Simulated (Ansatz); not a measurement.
Geometry optimisation of CuCl2.

```yaml
crystal:
  periodic: [false, false, false]
  atoms:
    - {symbol: Cu, position_ang: [-0.000180, -0.000100, -0.000330]}
    - {symbol: Cl, position_ang: [-0.015280, -0.019280, 2.034520]}
    - {symbol: Cl, position_ang: [0.015460, 0.019390, -2.034190]}
basis:
  gaussian: {orbitals: def2-TZVP}
magnetization: {spin_polarized: true, initial_magnetization: 1}
hamiltonian: {xc: r2scan, dispersion: d4}
scf: {lower_state_search: "off"}
output: {orbitals: {seedname: orbitals}}
relax: {f_tol: 0.02, max_steps: 100}
```

```sh
$ ansatz run in.yaml --threads 4 --pin off --events-out ev --progress --plain --max-ram 3916MiB
```

It prints (some lines left out):

```
Functional definition: r2SCAN
mean field -69686.96623054 eV, -2560.9487734502 hartree, gradient 9.4e-6 eV, S^2 0.753515; 0 other end points of the search recorded, 0 dependent functions left out
relax step   1: F+E_penalty+E_count = -69686.98198802 eV  Δ(F+E_penalty+E_count) = +0.000e0 eV  max|allowed force component| = 3.981e-1 eV/Å  Δτ_max = 0.0000 Å  (17 SCF iters, accepted)
mean field -69686.97547778 eV, -2560.9491132799 hartree, gradient 3.2e-6 eV, S^2 0.753491; 0 other end points of the search recorded, 0 dependent functions left out
relax step   2: F+E_penalty+E_count = -69686.99114647 eV  Δ(F+E_penalty+E_count) = -9.158e-3 eV  max|allowed force component| = 3.585e-2 eV/Å  Δτ_max = 0.0220 Å  (26 SCF iters, accepted)
mean field -69686.97556389 eV, -2560.9491164443 hartree, gradient 2.7e-6 eV, S^2 0.753489; 0 other end points of the search recorded, 0 dependent functions left out
relax step   3: F+E_penalty+E_count = -69686.99122405 eV  Δ(F+E_penalty+E_count) = -7.758e-5 eV  max|allowed force component| = 2.915e-3 eV/Å  Δτ_max = 0.0021 Å  (17 SCF iters, accepted)
Total energy: -69686.99123789 eV, -2560.9496924533 hartree
Atom 0 at    -0.000025    -0.000011    -0.000007 Å, force     0.000061     0.000034     0.000269 eV/Å
Atom 1 at    -0.015538    -0.019552     2.058314 Å, force    -0.000051    -0.000044     0.002646 eV/Å
Atom 2 at     0.015564     0.019573    -2.058308 Å, force    -0.000009     0.000009    -0.002915 eV/Å
Dipole moment:    -0.000016    -0.000009    -0.000010 e Å
Checks for a lower state left out: stability, starts, cluster_reference, orbital_swaps, neighbouring_geometries, increment
```

Run time 8.5 s (4 threads of Arm Neoverse V1 on a shared host).
